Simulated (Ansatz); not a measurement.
One change: `O=C(O[SiH3])[SiH2]F` becomes `O=[C]([AlH2])O[SiH3]`.

Ansatz, PBE0-D4/def2-TZVP geometries, multiplicity 1. Each molecule was computed in one conformer, which needn't be the lowest.

| property | `O=C(O[SiH3])[SiH2]F` |
| --- | --- |
| HOMO energy (PBE0/def2-TZVPP) / eV | -8.26 |
| size of the dipole moment (PBE/def2-TZVPP) / D | 0.45 |
| HOMO–LUMO gap (PBE/def2-TZVPP) / eV | 4.54 |
| HOMO–LUMO gap (B3LYP/def2-TZVPP) / eV | 6.62 |
| LUMO energy (PBE/def2-TZVPP) / eV | -2.22 |
| size of the dipole moment (B3LYP/def2-TZVPP) / D | 0.41 |

Q: Give the same properties after the change, and the shifts. (An estimate is asked.)

A: The calculation gave: 
```
                                        property  `O=[C]([AlH2])O[SiH3]`  shift
              HOMO energy (PBE0/def2-TZVPP) / eV                   -7.61   0.65
  size of the dipole moment (PBE/def2-TZVPP) / D                    1.26   0.81
             HOMO–LUMO gap (PBE/def2-TZVPP) / eV                    2.97  -1.57
           HOMO–LUMO gap (B3LYP/def2-TZVPP) / eV                    4.76  -1.86
               LUMO energy (PBE/def2-TZVPP) / eV                   -3.22  -1.00
size of the dipole moment (B3LYP/def2-TZVPP) / D                    1.40   0.99
```

With PBE0 the HOMO rises by 0.65 eV and the LUMO falls by 1.24 eV, so the gap narrows by about 1.89 eV. PBE moves the HOMO by 0.56 eV and ωB97M-V by 0.69 eV. Dipoles are sizes alone; their direction can turn.

B3LYP here is the variant with VWN-RPA as its local correlation; programs differ in this.
